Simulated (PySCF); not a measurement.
CH4BCl2O (charge -1).
Numbering: `[OH:1][B@@H-:2]([Cl:3])[CH2:4][Cl:5]` (hydrogens: H6 on O1; H7 on B2; H8, H9 on C4)

Structure used (PBE0-D3(BJ)/def2-SVP), in Å, numbered top down from 1:
```xyz
9
CH4BCl2O angstrom
O     -0.806    1.717   -0.931
B     -0.213    0.605   -0.264
Cl    -1.014   -1.121   -0.931
C      1.347    0.313   -0.618
Cl     2.469    1.676   -0.124
H     -0.541    1.696   -1.855
H     -0.434    0.654    0.946
H      1.731   -0.583   -0.110
H      1.519    0.181   -1.700
```

Method used: PBE0-D3(BJ)/def2-SVP geometry optimisation, gas phase (PySCF).

Take the most abundant isotopes and a rigid rotor. The values belong to one conformer with, in the numbering `[OH:1][B@@H-:2]([Cl:3])[CH2:4][Cl:5]`, H–O1–B2–Cl3 -68°, O1–B2–C4–Cl5 63°.

Question: What are A, B and C (GHz)?

Answer: Ia = 80.03, Ib = 377.68, Ic = 440.39 u·Å²; 505379 MHz·u·Å²/I gives 6315, 1338 and 1148 MHz, that is A = 6.3146, B = 1.3381, C = 1.1476 GHz.

Question: What kind of rotor is it?

Answer: A near-prolate asymmetric top: κ = (2 × 1338 − 6315 − 1148)/(6315 − 1148) = -0.93.

Question: Is it planar, by Δ = Ic − Ia − Ib?

Answer: Not planar: Δ = Ic − Ia − Ib = -17.32 u·Å². For a rigid frame Δ = −2 Σ m c², so Σ m c² = 8.66 u·Å² lies off the ab plane: 5.74 from hydrogen and 2.92 from heavier atoms. The atom farthest from that plane is 1.67 Å away.

Question: Where do the levels up to J = 3 lie, in MHz?

Answer: Above 0(0,0):
J = 1: 1(0,1) 2486, 1(1,1) 7462, 1(1,0) 7653
J = 2: 2(0,2) 7452, 2(1,2) 12243, 2(1,1) 12815, 2(2,1) 27744, 2(2,0) 27749
J = 3: 3(0,3) 14887, 3(1,3) 19411, 3(1,2) 20554, 3(2,2) 35201, 3(2,1) 35228, 3(3,1) 60563, 3(3,0) 60563
The levels of one J sum to (2J + 1)J(J + 1)(A + B + C)/3.

Question: Predict some low-J microwave lines.

Answer: The dipole components (about the centre of mass, as the species is charged) are |μa| = 2.18 D, |μb| = 1.19 D, |μc| = 2.35 D. Intensities carry the squares of the components, which stand as 0.86 : 0.26 : 1.00 (a : b : c). Some lines, for components of 0.1 D or more:

```
type  branch         J(Ka,Kc)    MHz  lower level (cm⁻¹)
   a       Q  2(1,1) ← 2(1,2)    572               0.408
   a       R  1(0,1) ← 0(0,0)   2486               0.000
   b       R  3(0,3) ← 2(1,2)   2644               0.408
   c       Q  3(1,3) ← 3(0,3)   4524               0.497
   a       R  2(1,2) ← 1(1,1)   4781               0.249
   a       R  2(0,2) ← 1(0,1)   4966               0.083
   b       Q  1(1,0) ← 1(0,1)   5167               0.083
   a       R  3(1,3) ← 2(1,2)   7168               0.408
   b       R  1(1,1) ← 0(0,0)   7462               0.000
   a       R  3(2,1) ← 2(2,0)   7478               0.926
   a       R  3(1,2) ← 2(1,1)   7739               0.427
   b       R  3(1,3) ← 2(0,2)  11959               0.249
   b       Q  2(2,1) ← 2(1,2)  15501               0.408
   b       Q  3(2,2) ← 3(1,3)  15790               0.647
   b       R  2(2,1) ← 1(1,0)  20091               0.255
   c       R  2(2,0) ← 1(1,0)  20097               0.255
   b       R  2(2,0) ← 1(1,1)  20287               0.249
   b       R  3(2,1) ← 2(1,2)  22985               0.408
   b       Q  3(3,0) ← 3(2,1)  25335               1.175
   b       Q  3(3,1) ← 3(2,2)  25362               1.174
```

Question: Estimate the classical rotational partition function at 10 K, 50 K and 100 K.

Answer: Point group C1, symmetry number σ = 1; q = (√π/σ)·√((kT/h)³/(ABC)), k/h = 20836.6 MHz/K: 1710 at 10 K, 19100 at 50 K, 54100 at 100 K.

Not checked by PBE0-D3(BJ)/def2-SVP frequencies. The geometry's basis has no diffuse functions, a weakness for an anion. These are rigid-rotor constants of the computed structure; measured ground-state constants (B0) also hold zero-point vibration. Quadrupole hyperfine structure (11B, 35Cl) is left out.
